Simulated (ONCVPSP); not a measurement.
**Cutoff test, palladium, ONCV**

ONCVPSP 4.0.1 input, shortened (lines: element, Z, core and valence counts, functional; n l f; lmax; l rc ep ncon nbas qcut; lloc lpopt rc5 dvloc0; l nproj debl; icmod fcfact rcfact), PBE, scalar-relativistic:

```
  Pd 46.00    6    3        4      upf
    1    0    2.00
    2    0    2.00
    2    1    6.00
    3    0    2.00
    3    1    6.00
    3    2   10.00
    4    0    2.00
    4    1    6.00
    4    2   10.00
    2
    0    1.55    0.00    5    9    8.10
    1    1.30    0.00    4    7   13.10
    2    1.30    0.00    4    8   11.40
    2    5    1.30    0.00
    0    1    3.80
    1    3    0.40
    2    0    3.60
    3    5.50    1.30
```

In the p channel the program set the typed energies aside and used -1.882, 0.250, 0.650 Ha.

For each optimised wave give the share of its norm inside rc, the residual kinetic energy above qcut (Ha) and the cutoffs (Ha) for errors of 10, 1, 0.1 and 0.01 mHa per electron.

```
         wave  norm inside rc  residual KE  10 mHa  1 mHa  0.1 mHa  0.01 mHa
           4s           0.952      4.0e-05    21.0   26.4     30.8      81.1
           4p           0.779      8.6e-08    37.1   50.1     60.6      69.3
p projector 2           0.046      5.8e-09    21.0   40.1     52.4      62.4
p projector 3           0.028      2.0e-09    11.8   37.8     50.8      61.0
           4d           0.439      7.0e-08    24.4   33.1     41.1      48.2
```

The occupied waves need 50 Ha and 61 Ha for 1 and 0.1 mHa. 1 of 4 tests not solved or not reliable.
